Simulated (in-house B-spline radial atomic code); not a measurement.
Relativistic effects in the titanium ion Ti¹⁶⁺, [He] 2s2 2p2: non-relativistic Hartree-Fock (point nucleus) against Dirac-Hartree-Fock (Fermi nucleus of rms radius 3.5921 fm), both averages of the configuration, computed with a radial B-spline atomic code at the basis-set limit.

| orbital | ε NR (Eh) | ε Dirac (Eh) | <r> NR (bohr) | <r> Dirac (bohr) | change of <r> (%) |
| --- | --- | --- | --- | --- | --- |
| 1s1/2 | -211.28 | -212.6 | 0.06968 | 0.0691 | -0.8 |
| 2s1/2 | -43.134 | ? | 0.302 | ? | ? |
| 2p1/2 | -41.311 | -41.59 | 0.26 | 0.2576 | -0.9 |
| 2p3/2 | -41.311 | ? | 0.26 | ? | ? |

Problem. What happens to 2s1/2?

Solution. Its energy goes to -43.465 hartree and <r> to 0.2994 bohr (-0.86 %).

Problem. What happens to 2p3/2?

Solution. Its energy goes to -41.328 hartree and <r> to 0.2597 bohr (-0.15 %).

Problem. What explains the pattern of contraction and expansion?

Solution. The s and p1/2 orbitals contract directly, as their density near the nucleus moves at relativistic speed. Nothing expands appreciably in this ion.

Problem. By how much does the total energy change?

Solution. By -4.0205 hartree, from -657.138 to -661.159.
